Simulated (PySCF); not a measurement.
Compound: C₂H₇NO₂Si.
Bonds: C1–O2, O2–Si3, Si3–N4, N4–C5, C5–O6 (double). Hydrogens: H7, H8, H9 on C1; H10, H11 on Si3; H12 on N4; H13 on C5.

Method: PBE0-D3(BJ)/def2-SVP geometry optimisation, gas phase in PySCF 2.14.0.

List the bond lengths, angles and torsions at this level.

```tsv
bond	length (Å)	order
C1–O2	1.399	single
O2–Si3	1.662	single
Si3–N4	1.766	single
N4–C5	1.356	single
C5=O6	1.213	double
C1–H7, C1–H8, C1–H9	1.104	single
Si3–H10, Si3–H11	1.489	single
N4–H12	1.014	single
C5–H13	1.116	single
```

Bonds in one row agree within 0.01 Å and their mean is given. Orders are formal, as drawn. A selection of angles:
```tsv
angle	degrees
O2–C1–H7	112.1
O2–C1–H9	108.8
H7–C1–H8	108.0
C1–O2–Si3	124.7
O2–Si3–N4	100.7
O2–Si3–H10	111.0
N4–Si3–H10	111.5
H10–Si3–H11	110.8
Si3–N4–C5	117.6
Si3–N4–H12	122.7
C5–N4–H12	119.7
N4–C5–O6	122.1
N4–C5–H13	115.2
O6–C5–H13	122.8
```

Dihedral angles: C1–O2–Si3–N4 179° (antiperiplanar); O2–Si3–N4–C5 180° (antiperiplanar); Si3–N4–C5–O6 0° (synperiplanar).

Si3 (oxygen-bound silicon) is distorted tetrahedral (angles from 100.7° to 111.5°). N4 (amide nitrogen) is planar (angles 122.7°, 119.7° and 117.6°, sum 360.0°, 0.00 Å off the plane of its three neighbours). The C–O distances run from 1.213 Å (C5=O6, drawn double) to 1.399 Å (C1–O2, drawn single), a spread of 0.186 Å. The 6 heavy atoms lie in one plane (0.005 Å rms).

Point group: Cs (tolerance 0.08 Å). Stationary, but not proved a minimum. One conformer, not necessarily the lowest.
